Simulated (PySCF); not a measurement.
## A survey of ²⁹Si NMR shifts

Rapidly exchanging positions averaged, relativity neglected, gas phase, single conformer. NMR shieldings at PBE0/pcSseg-1/GIAO; geometry from GFN2-xTB; PySCF.

Shieldings were converted by a linear fit to measured shifts: ²⁹Si (scatter 8.9 ppm rms, 25.8 ppm with the 6 outliers that the fit left out vs TMS, solution or neat liquid). A few per cent of atoms miss by over 2 rms, more outside the fitted compound classes.

**Question.** Give the ²⁹Si shifts of `O[SiH2]C/C=C/Cl`, `CC(=S)[Si@H]1CC[SiH2]O1`, `[SiH3]O[SiH2][SiH2][SiH3]`, `[SiH3]/C=C/C[SiH3]`.

**Answer.** 
```csv
compound,environment,δ (ppm)
O[SiH2]C/C=C/Cl,"silicon bonded to C, O, 2 H",-30.4
[CH3:1][C:2](=[S:3])[Si@H:4]1[CH2:5][CH2:6][SiH2:7][O:8]1,"Si7: silicon bonded to C, O, 2 H, in a 5-membered ring",-8.1
[CH3:1][C:2](=[S:3])[Si@H:4]1[CH2:5][CH2:6][SiH2:7][O:8]1,"Si4: silicon bonded to 2 C, O, H, in a 5-membered ring",-21.3
[SiH3:1][O:2][SiH2:3][SiH2:4][SiH3:5],"Si3: silicon bonded to O, Si, 2 H",-28.0
[SiH3:1][O:2][SiH2:3][SiH2:4][SiH3:5],"Si1: silicon bonded to O, 3 H",-42.9
[SiH3:1][O:2][SiH2:3][SiH2:4][SiH3:5],"Si5: silicon bonded to Si, 3 H",-107.4
[SiH3:1][O:2][SiH2:3][SiH2:4][SiH3:5],"Si4: silicon bonded to 2 Si, 2 H",-117.3
[SiH3:1]/[CH:2]=[CH:3]/[CH2:4][SiH3:5],"Si5: silicon bonded to C, 3 H",-64.1
[SiH3:1]/[CH:2]=[CH:3]/[CH2:4][SiH3:5],"Si1: silicon bonded to C, 3 H",-68.7
```

**Question.** Order these by ²⁹Si shift, lowest first.
A. C/C=C(/[SiH3])C(=O)F
B. Cl[Si@H]1CCCO1
C. FC(F)(F)[C@@H]1CCC[SiH2]1

**Answer.** A (-64.1 ppm, silicon bonded to C, 3 H), C (-30.5 ppm, silicon bonded to 2 C, 2 H, in a 5-membered ring), B (6.5 ppm, silicon bonded to C, Cl, O, H, in a 5-membered ring).
